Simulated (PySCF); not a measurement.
## I: excitation energy

I [Kr] 4d10 5s2 5p5 (2P) → I [Kr] 4d10 5s1 5p6 (2S), as a difference of total energies. Calculation: PySCF 2.14, in aug-cc-pVTZ-PP with one added diffuse shell each of d, f type with ECP28MDF (6s5p5d3f, 67 functions); scalar relativity through the core potential. Correlated levels: valence: 4s2 4p6 4d10 frozen. The calculations carry no spin-orbit coupling.

```
           method  excitation energy (eV)
              UHF                  12.727
              LDA                  10.498
              PBE                  10.470
             PBE0                  11.049
           r2SCAN                  10.869
             TPSS                  10.557
             PW91                  10.489
            B97-3                  11.029
             BP86                  10.482
    MP2 (valence)                  10.951
SCS-MP2 (valence)                  10.752
```

Q: How much does correlation contribute at MP2 (valence)?

A: 10.951 − (12.727) = -1.776 eV, measured against UHF.

The upper state lies above the first ionisation limit, where it may autoionise and the basis confines it.
